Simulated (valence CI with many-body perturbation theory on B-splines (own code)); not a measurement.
# E1 line list for Yb LVII

Computed by relativistic CI+MBPT: four valence electrons over a frozen Dirac-Fock core [Ne], a basis of 11 s, 11 p, 9 d, 7 f, 5 g, 2 h, 1 i functions for each j, with the one-electron correlation potential Σ1 (screened to all orders), the two-electron term Σ2, the three-electron term Σ3, Breit, model QED; selected single and double excitations, second order for the rest (own B-spline code, finite nucleus).

The last digits are not significant, and no measured levels were compared; by estimate large intervals hold to a few tenths of a per cent, small ones and those within an open d or f shell to about a per cent.

Lines 101 to 150 of 229 in falling wavelength, among levels below 8452.1 × 10³ cm⁻¹, chosen from the strongest by gf and those to the six lowest levels. Wavelengths and rates use the calculated energies. Electric multipoles are in the length gauge, E1 and E2 with the static RPA response of the core. Weak lines are less certain than strong ones. Lines between different terms over intervals too small for the method are left out, as are lines whose strength nearly cancels. The highest levels of a list are the least certain.

Levels are named by their leading jj configuration (3d3/2^4 stands for four electrons in 3d with j = 3/2), which in mixed levels can hold well under half, so a name can repeat and another be missing. Letters in brackets count levels of one name in rising energy.

| λ vac (Å) | Upper | Lower | A (s⁻¹) | S (a.u.) |
| --- | --- | --- | --- | --- |
| 38.67 | (3s 3p1/2 3p3/2 3d5/2) J=2 [d] | (3s 3p1/2 3p3/2^2) J=3 | 4.02e+10 | 5.74e-03 |
| 31.35 | (3s 3p1/2 3p3/2 3d3/2) J=2 [a] | (3s^2 3p1/2 3d3/2) J=2 | 6.42e+09 | 4.88e-04 |
| 30.72 | (3s 3p1/2 3p3/2^2) J=2 [a] | (3s^2 3p1/2 3p3/2) J=2 | 1.25e+10 | 8.94e-04 |
| 30.62 | (3s 3p1/2 3p3/2 3d5/2) J=2 [a] | (3s^2 3p1/2 3d5/2) J=2 | 1.61e+11 | 1.14e-02 |
| 30.57 | (3s 3p1/2 3p3/2 3d3/2) J=1 [a] | (3s^2 3p1/2 3d3/2) J=2 | 1.10e+10 | 4.65e-04 |
| 30.20 | (3s 3p1/2 3p3/2 3d3/2) J=3 [a] | (3s^2 3p1/2 3d3/2) J=2 | 9.09e+09 | 8.65e-04 |
| 30.07 | (3s 3p1/2 3p3/2^2) J=2 [a] | (3s^2 3p1/2 3p3/2) J=1 | 3.67e+11 | 2.46e-02 |
| 30.01 | (3s 3p1/2 3p3/2 3d3/2) J=2 [b] | (3s^2 3p1/2 3d3/2) J=2 | 2.90e+10 | 1.93e-03 |
| 29.98 | (3s 3p1/2 3p3/2 3d5/2) J=3 [a] | (3s^2 3p1/2 3d5/2) J=3 | 2.76e+10 | 2.57e-03 |
| 29.51 | (3s 3p1/2 3p3/2^2) J=3 | (3s^2 3p1/2 3p3/2) J=2 | 2.37e+11 | 2.11e-02 |
| 29.49 | (3s 3p1/2 3p3/2 3d3/2) J=2 [a] | (3s 3p1/2^2 3p3/2) J=1 | 2.13e+11 | 1.35e-02 |
| 29.30 | (3s 3p1/2 3p3/2 3d5/2) J=3 [b] | (3s^2 3p1/2 3d5/2) J=3 | 1.74e+11 | 1.51e-02 |
| 29.11 | (3s 3p1/2 3p3/2 3d5/2) J=4 [b] | (3s^2 3p1/2 3d5/2) J=3 | 7.51e+10 | 8.22e-03 |
| 28.99 | (3s 3p1/2 3p3/2 3d5/2) J=2 [b] | (3s^2 3p1/2 3d5/2) J=3 | 1.96e+11 | 1.18e-02 |
| 28.98 | (3s 3p1/2 3p3/2 3d3/2) J=0 [a] | (3s 3p1/2^2 3p3/2) J=1 | 5.97e+10 | 7.17e-04 |
| 28.93 | (3s 3p1/2 3p3/2 3d5/2) J=2 [b] | (3s^2 3p1/2 3d5/2) J=2 | 4.22e+10 | 2.52e-03 |
| 28.80 | (3s 3p1/2 3p3/2 3d3/2) J=1 [a] | (3s 3p1/2^2 3p3/2) J=1 | 2.27e+07 | 8.01e-07 |
| 28.38 | (3s 3p1/2 3p3/2 3d3/2) J=1 [d] | (3s^2 3p1/2 3d3/2) J=1 | 3.97e+11 | 1.34e-02 |
| 28.37 | (3s 3p1/2 3p3/2 3d5/2) J=3 [c] | (3s^2 3p1/2 3d5/2) J=3 | 3.78e+10 | 2.98e-03 |
| 28.31 | (3s 3p1/2 3p3/2 3d5/2) J=3 [c] | (3s^2 3p1/2 3d5/2) J=2 | 9.46e+11 | 7.41e-02 |
| 28.30 | (3s 3p1/2 3p3/2 3d3/2) J=2 [b] | (3s 3p1/2^2 3p3/2) J=1 | 3.47e+11 | 1.94e-02 |
| 28.26 | (3s 3p3/2^3) J=2 | (3s^2 3p3/2^2) J=2 | 1.42e+12 | 7.90e-02 |
| 28.23 | (3s 3p1/2 3p3/2 3d3/2) J=2 [c] | (3s^2 3p1/2 3d3/2) J=2 | 5.70e+11 | 3.17e-02 |
| 28.20 | (3s 3p1/2 3p3/2 3d5/2) J=4 [c] | (3s^2 3p1/2 3d5/2) J=3 | 6.52e+11 | 6.50e-02 |
| 28.17 | (3s 3p1/2 3p3/2^2) J=0 | (3s^2 3p1/2 3p3/2) J=1 | 4.46e+11 | 4.93e-03 |
| 28.13 | (3s 3p1/2 3p3/2 3d3/2) J=2 [e] | (3s^2 3p1/2 3d3/2) J=1 | 1.12e+12 | 6.17e-02 |
| 28.04 | (3s 3p1/2 3p3/2 3d3/2) J=0 [b] | (3s^2 3p1/2 3d3/2) J=1 | 7.64e+11 | 8.32e-03 |
| 27.98 | (3s 3p1/2 3p3/2 3d5/2) J=1 [b] | (3s^2 3p1/2 3d5/2) J=2 | 3.00e+11 | 9.73e-03 |
| 27.88 | (3s 3p1/2 3p3/2^2) J=1 [a] | (3s^2 3p1/2 3p3/2) J=2 | 1.60e+10 | 5.12e-04 |
| 27.87 | (3s 3p1/2 3p3/2 3d3/2) J=3 [b] | (3s^2 3p1/2 3d3/2) J=2 | 7.28e+10 | 5.44e-03 |
| 27.85 | (3s 3p1/2 3p3/2^2) J=2 [b] | (3s^2 3p1/2 3p3/2) J=2 | 9.32e+11 | 4.96e-02 |
| 27.84 | (3s 3p1/2^2 3p3/2) J=1 | (3s^2 3p1/2^2) J=0 | 4.87e+11 | 1.56e-02 |
| 27.76 | (3s 3p1/2 3p3/2 3d3/2) J=2 [a] | (3s 3p1/2^2 3p3/2) J=2 | 6.75e+10 | 3.56e-03 |
| 27.67 | (3p1/2^2 3p3/2^2) J=0 | (3s 3p1/2^2 3p3/2) J=1 | 8.67e+11 | 9.07e-03 |
| 27.60 | (3s 3p1/2 3p3/2 3d3/2) J=1 [b] | (3s^2 3p1/2 3d3/2) J=2 | 7.97e+10 | 2.48e-03 |
| 27.52 | (3s 3p1/2 3p3/2 3d3/2) J=2 [d] | (3s^2 3p1/2 3d3/2) J=2 | 1.28e+11 | 6.58e-03 |
| 27.51 | (3s 3p3/2^3) J=1 | (3s^2 3p3/2^2) J=0 | 9.49e+11 | 2.92e-02 |
| 27.34 | (3s 3p1/2 3p3/2^2) J=1 [a] | (3s^2 3p1/2 3p3/2) J=1 | 7.28e+11 | 2.20e-02 |
| 27.31 | (3s 3p1/2 3p3/2^2) J=2 [b] | (3s^2 3p1/2 3p3/2) J=1 | 1.50e+10 | 7.56e-04 |
| 27.30 | (3s 3p1/2 3p3/2 3d3/2) J=3 [c] | (3s^2 3p1/2 3d3/2) J=2 | 1.40e+12 | 9.86e-02 |
| 27.29 | (3s 3p1/2 3p3/2 3d5/2) J=1 [c] | (3s^2 3p1/2 3d5/2) J=2 | 3.44e+11 | 1.03e-02 |
| 27.26 | (3s 3p1/2 3p3/2 3d5/2) J=3 [d] | (3s^2 3p1/2 3d5/2) J=3 | 7.39e+11 | 5.17e-02 |
| 27.22 | (3s 3p1/2 3p3/2^2) J=1 [b] | (3s^2 3p1/2 3p3/2) J=2 | 1.54e+12 | 4.61e-02 |
| 27.21 | (3s 3p1/2 3p3/2 3d3/2) J=1 [c] | (3s^2 3p1/2 3d3/2) J=2 | 1.68e+12 | 5.02e-02 |
| 27.20 | (3s 3p1/2 3p3/2 3d5/2) J=3 [d] | (3s^2 3p1/2 3d5/2) J=2 | 1.28e+11 | 8.92e-03 |
| 27.18 | (3s 3p1/2 3p3/2 3d5/2) J=2 [c] | (3s^2 3p1/2 3d5/2) J=3 | 2.12e+11 | 1.05e-02 |
| 27.14 | (3s 3p1/2 3p3/2 3d3/2) J=1 [a] | (3s 3p1/2^2 3p3/2) J=2 | 2.35e+10 | 6.96e-04 |
| 27.13 | (3s 3p1/2 3p3/2 3d5/2) J=2 [c] | (3s^2 3p1/2 3d5/2) J=2 | 2.75e+11 | 1.36e-02 |
| 26.85 | (3s 3p1/2 3p3/2 3d3/2) J=3 [a] | (3s 3p1/2^2 3p3/2) J=2 | 3.00e+10 | 2.00e-03 |
| 26.77 | (3s 3p1/2 3p3/2 3d5/2) J=2 [d] | (3s^2 3p1/2 3d5/2) J=3 | 1.22e+12 | 5.78e-02 |
